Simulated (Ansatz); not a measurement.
C$_{2}$H$_{4}$SSi, SMILES `C=C1[SiH2]S1`. Charge 0, multiplicity 1. The structure was optimised at the PBE0-D4/def2-TZVP level.

```xyz
8

C    -0.355   -1.429   -0.658
C    -0.294   -0.250   -0.062
Si    0.549    1.241    0.517
S    -1.503    0.790    0.750
H    -1.279   -1.991   -0.740
H     0.539   -1.868   -1.088
H     1.416    1.197    1.714
H     0.928    2.308   -0.434
```

(1) What is the dipole moment at PBE/def2-TZVPP? (Best estimate.)

(2) And with r2SCAN, B3LYP, ωB97M-V? (Estimate.)

(3) Give the Mulliken charges with PBE, B3LYP, r2SCAN in def2-TZVPP. (Best estimate.)

## Answers

(1) Ansatz gave: 1.32 D, with components (1.29, 0.22, -0.18) D in this frame, pointing from negative to positive charge.

(2) Ansatz gave: r2SCAN 1.44 D, B3LYP 1.51 D, ωB97M-V 1.56 D.

(3) Computed: 
```
atom    PBE  B3LYP  r2SCAN
  C1  -0.23  -0.24   -0.23
  C2  -0.01  -0.04   -0.07
 Si3   0.29   0.35    0.42
  S4  -0.16  -0.18   -0.18
  H5   0.10   0.11    0.09
  H6   0.10   0.11    0.09
  H7  -0.04  -0.05   -0.06
  H8  -0.04  -0.05   -0.06
```

B3LYP here is the variant with VWN-RPA as its local correlation; programs differ in this.
